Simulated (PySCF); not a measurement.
Delta-SCF ions had no search for a lower state. Excitations are Tamm–Dancoff values on a coarser integration grid. The basis has no diffuse functions, so Rydberg states are missing or too high.

Z-matrix (Å, degrees):
```
Ga
Br 1 2.2808
Br 1 2.2809 2 120.01
Br 1 2.2809 2 120.01 3 179.97
```
Charge 0, spin multiplicity 1.

Q: What LUMO, vertical ionisation energy (Delta-SCF), HOMO–LUMO gap, dipole moment, T1 excitation (TDA), HOMO, S1 excitation (TDA) and S1–T1 gap (TDA) does PBE-D3(BJ)/def2-TZVP (PySCF) give?

A: 
LUMO: -3.26 eV
vertical ionisation energy (Delta-SCF): 10.02 eV
HOMO–LUMO gap: 4.15 eV
dipole moment: 0.00 D
T1 excitation (TDA): 4.01 eV
HOMO: -7.41 eV
S1 excitation (TDA): 4.31 eV
S1–T1 gap (TDA): 0.30 eV
